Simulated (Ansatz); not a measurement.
`C[SiH]1BCC1` at its PBE0-D4/def2-TZVP geometry, where that method's forces vanish. The species carries charge 0 and has multiplicity 1.

```xyz
14

C     1.6788   -0.1212    1.2098
Si   -0.1369    0.2753    0.9275
B    -0.5475    1.4105   -0.6991
C    -0.7694    0.0540   -1.4616
C    -0.9949   -0.9296   -0.2776
H     1.7818   -1.0097    1.8380
H     2.1904   -0.3125    0.2638
H     2.1867    0.7075    1.7085
H    -0.7926    0.4835    2.2551
H    -0.6800    2.5289   -1.0968
H     0.2273   -0.1356   -1.9039
H    -1.4717   -0.0046   -2.3000
H    -0.6120   -1.9419   -0.4202
H    -2.0601   -1.0043   -0.0435
```

(1) What forces (eV/Å) does B3LYP-D4/def2-TZVPP give on these atoms in the Gaussian-basis code of Ansatz? (Estimate.)

Results:

(1) Ansatz gave: 
```
C1   0.095 -0.017  0.016
Si2 -0.076  0.081  0.175
B3  -0.021  0.185 -0.032
C4   0.057  0.094 -0.266
C5  -0.103 -0.224  0.122
H6   0.016  0.041 -0.029
H7  -0.008  0.004  0.053
H8  -0.005 -0.048 -0.022
H9   0.032 -0.010 -0.076
H10  0.017 -0.126  0.042
H11 -0.058 -0.011 -0.009
H12  0.029  0.002  0.046
H13 -0.029  0.050  0.004
H14  0.055 -0.021 -0.024
```

B3LYP here is the variant with VWN-RPA as its local correlation; programs differ in this.
